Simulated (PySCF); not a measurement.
GaH3, SMILES [GaH3].

Geometry: PBE0-D3(BJ)/def2-TZVPD. The isomer is the one that the SMILES or the coordinates give; other isomers of the formula were not compared.

Two levels are set side by side: TDDFT-PBE/def2-TZVPD (PySCF) and ADC(2)/aug-cc-pVDZ (PySCF). Vertical, same geometry; the bases differ. Differences are taken from unrounded values.

```json
[
 {"quantity": "lowest singlet excitation (eV)", "ADC(2)": "5.68"}
]
```

Problem. What does TDDFT-PBE give, and how far is it from ADC(2)? (An estimate is asked for; the answer gives what the named calculation found.)

Solution. 
```csv
quantity,TDDFT-PBE,TDDFT-PBE minus ADC(2)
lowest singlet excitation (eV),4.85,-0.83
```

A lower first singlet is the usual sign of a functional without exact exchange. Differences between two approximate levels are no errors against the true value.

Rough cost on one machine, each run with all the roots and properties that it gave: ADC(2) against TDDFT-PBE about 2 times.
